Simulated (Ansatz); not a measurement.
Relaxation of CH3ClGeO (7 atoms, charge 0, multiplicity 1), to a largest force component of 0.02 eV/Å in at most 50 steps.

Method: UKS B3LYP-D4/def2-SVP in Ansatz 0.2.0.

```xyz
7
Properties=species:S:1:pos:R:3:forces:R:3
Cl -0.574 -1.573 1.586 -0.82 -0.33 0.26
C 0.475 -0.664 0.478 3.10 0.47 3.65
O 0.117 -0.859 -0.833 -1.12 -3.79 -4.37
Ge -0.260 0.874 -0.369 -2.07 2.57 1.38
H 0.510 -1.626 -1.319 -0.21 0.87 0.12
H -1.882 0.961 -0.394 1.06 0.01 -0.61
H 0.610 1.838 -1.147 0.07 0.20 -0.43
```

**Question.** Where does it end, and by what steps?

**Answer.** The run converged. After 26 steps the energy has fallen by 3.082 eV; H6 moved furthest, 1.87 Å. Parted: O3–Ge4 (1.83 → 2.90 Å).

```tsv
step	energy less start (eV)	largest force component (eV/Å)	accepted
0	0.0000	4.370	yes
1	-0.6285	2.201	yes
2	-0.8657	0.673	yes
3	-1.0166	1.007	yes
4	-1.0829	0.460	yes
5	-1.1024	0.967	yes
6	-1.1199	0.298	yes
7	-1.1293	0.239	yes
8	-1.1411	0.286	yes
9	-1.1489	2.590	yes
10	-1.4310	1.450	yes
11	-1.6578	1.461	yes
12	-1.8577	1.744	yes
13	-2.1083	1.781	yes
14	-2.4370	2.177	yes
15	-2.5809	1.885	yes
16	-2.6906	0.977	yes
17	-2.8070	0.577	yes
18	-2.8735	0.654	yes
19	-2.9486	0.795	yes
20	-3.0108	0.670	yes
21	-3.0416	0.390	yes
22	-3.0636	0.442	yes
23	-3.0763	0.257	yes
24	-3.0801	0.314	yes
25	-3.0815	0.164	yes
26	-3.0821	0.020	yes
```

```xyz
7
Properties=species:S:1:pos:R:3
Cl 0.729 -1.183 1.606
C -0.009 -0.705 0.116
O -0.409 -1.767 -0.558
Ge -0.602 1.108 -0.189
H -0.766 -1.471 -1.414
H -0.615 1.056 -1.761
H 0.668 1.913 0.202
```

Whether the end is a true minimum wasn't checked by a vibrational analysis.

Run time: 4.6 min on 2 threads of AMD EPYC 7571, on a shared host, peak memory 0.32 GiB.
